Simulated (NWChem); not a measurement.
Atomisation of dimethyl selenide (C₂H₆Se)

SMILES: C[Se]C
```xyz
9

C     -1.4726     0.0000     0.8216
Se     0.0000     0.0000    -0.4749
C      1.4726     0.0000     0.8216
H     -1.4380     0.9013     1.4502
H     -2.4075     0.0000     0.2438
H     -1.4380    -0.9013     1.4502
H      1.4380     0.9013     1.4502
H      2.4075     0.0000     0.2438
H      1.4380    -0.9013     1.4502
```
Charge 0, spin multiplicity 1.

Everything below was run with NWChem. All single points use one geometry, from B3LYP/def2-SVP, a minimum by its harmonic frequencies.

Basis set: def2-TZVP. The atomisation energy is electronic alone: no zero-point, thermal, spin-orbit or counterpoise terms. No value is extrapolated to the basis-set limit. Free atoms are single determinants with multiplicities C 3, Se 3, H 2. Correlated methods freeze the same cores in atoms and molecule, 11 orbitals in all.

The Hamiltonian is non-relativistic. B3LYP has NWChem's definition, with VWN1-RPA local correlation. No SCF solution was tested for a lower state. Open-shell Hartree-Fock references start from PBE0 orbitals.

Problem. For the atomisation energy, PBE0 gives 749.4 kcal/mol and TPSS gives 757.6 kcal/mol. What do BLYP, PBE, MP2 give?

Solution. BLYP: 740.1 kcal/mol; PBE: 758.6 kcal/mol; MP2: 727.3 kcal/mol.
